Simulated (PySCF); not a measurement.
# Assignment exercise: C5H10BNO

Molfile (atoms numbered from 1):
```
C5H10BNO
     RDKit          3D

 18 18  0  0  0  0  0  0  0  0999 V2000
   -3.0938    0.6139    0.4226 B   0  0  0  0  0  0  0  0  0  0  0  0
   -1.5966   -0.0159    0.3668 N   0  0  0  0  0  0  0  0  0  0  0  0
   -0.9646    0.0296   -0.9651 C   0  0  0  0  0  0  0  0  0  0  0  0
    0.3964   -0.5553   -0.9873 C   0  0  0  0  0  0  0  0  0  0  0  0
    0.9307   -1.6760   -1.5558 C   0  0  0  0  0  0  0  0  0  0  0  0
    2.3092   -1.7012   -1.1757 C   0  0  0  0  0  0  0  0  0  0  0  0
    2.5003   -0.5977   -0.4004 C   0  0  0  0  0  0  0  0  0  0  0  0
    1.3518    0.0996   -0.2820 O   0  0  0  0  0  0  0  0  0  0  0  0
   -3.7536   -0.0370   -0.3811 H   0  0  0  0  0  0  0  0  0  0  0  0
   -2.9702    1.7898    0.0972 H   0  0  0  0  0  0  0  0  0  0  0  0
   -3.4680    0.4713    1.5802 H   0  0  0  0  0  0  0  0  0  0  0  0
   -1.0035    0.4824    1.0338 H   0  0  0  0  0  0  0  0  0  0  0  0
   -1.6319   -0.9832    0.6940 H   0  0  0  0  0  0  0  0  0  0  0  0
   -0.9567    1.0863   -1.2715 H   0  0  0  0  0  0  0  0  0  0  0  0
   -1.6201   -0.5053   -1.6638 H   0  0  0  0  0  0  0  0  0  0  0  0
    0.4014   -2.3937   -2.1789 H   0  0  0  0  0  0  0  0  0  0  0  0
    3.0580   -2.4424   -1.4456 H   0  0  0  0  0  0  0  0  0  0  0  0
    3.3655   -0.1895    0.1153 H   0  0  0  0  0  0  0  0  0  0  0  0
  1  2  1  0
  2  3  1  0
  3  4  1  0
  4  5  2  0
  5  6  1  0
  6  7  2  0
  7  8  1  0
  8  4  1  0
  1  9  1  0
  1 10  1  0
  1 11  1  0
  2 12  1  0
  2 13  1  0
  3 14  1  0
  3 15  1  0
  5 16  1  0
  6 17  1  0
  7 18  1  0
M  CHG  2   1  -1   2   1
M  END
```

- B3LYP/pcJ-1 coupling constants (spin–dipole term only in couplings to heteroatoms)
- CAM-B3LYP/pcSseg-1 with gauge-including orbitals
- structure optimised with PBE0-D3(BJ)/def2-SVP
- code: PySCF 2.14
- relativity neglected, one conformer, no solvent model, rapidly exchanging positions averaged

Chemical shifts δ = σref − σ; TMS for 13C (σ = 182.45 ppm), 1H (σ = 31.33 ppm), all at this level.

Q: Assign these signals to the numbered atoms. 13C{1H} NMR (computed): δ 158.6 (C), 152.3 (CH), 119.8 (CH), 118.7 (CH), 47.6 (CH2).

A: 
| δ (ppm) | atoms | environment | reason |
| --- | --- | --- | --- |
| 158.6 | C4 | substituted aromatic carbon next to the ring oxygen | – |
| 152.3 | C7 | aromatic CH next to the ring oxygen | – |
| 119.8 | C6 | aromatic CH | – |
| 118.7 | C5 | aromatic CH | – |
| 47.6 | C3 | sp3 CH2 bonded to N, on an aromatic ring | the inductive effect lowers its shielding |

C6 and C5 lie closer than the usual error of such a calculation, so a measured spectrum could show them in the other order.

Q: Assign these signals to the numbered atoms. 1H NMR (600 MHz, computed): δ 7.42 (d, J = 2.3 Hz, 1H), 6.53 (dd, J = 3.7, 2.3 Hz, 1H), 6.47 (d, J = 3.7 Hz, 1H), 3.65 (s, 2H), 2.67 (br s, 2H), 2.12 (br, 3H).

A: 
7.42 → H18, hydrogen on an aromatic CH next to the ring oxygen: ring-current deshielding
6.53 → H17, hydrogen on an aromatic CH: the ring current deshields protons in the ring plane
6.47 → H16, hydrogen on an aromatic CH
3.65 → H14/H15, hydrogen on an sp3 CH2 bonded to N, on an aromatic ring: its carbon carries N, an electronegative neighbour
2.67 → H12/H13, hydrogen on a donor nitrogen of a Lewis adduct: exchangeable, gas-phase position
2.12 → H9/H10/H11, hydrogen on a boron bonded to N

H17 and H16 lie closer than the usual error of such a calculation, so a measured spectrum could show them in the other order.

OH and NH positions are those of a molecule without intermolecular hydrogen bonds; in solution they move with solvent, concentration and temperature, and exchange usually removes their couplings. Hydrogens on boron are broadened and split by 11B (spin 3/2, 80 %) and 10B (spin 3). Splittings below 1 Hz are ignored in the labels, and close J values are merged. Unscaled 3J(H,H) at this level run about 10 % above measured values. Shifts are as computed, not scaled to solution data. Of 1313 compounds with measured shifts, 239 miss one by over three times the rms of a fit or turn the order of signals round; such compounds aren't used in these exercises. Couplings to exchangeable protons are dropped. Across freely rotating sp3–sp3 bonds, 3J(H,H) is taken as (2 J gauche + J anti)/3 from the one conformer, which assumes equal rotamer populations.
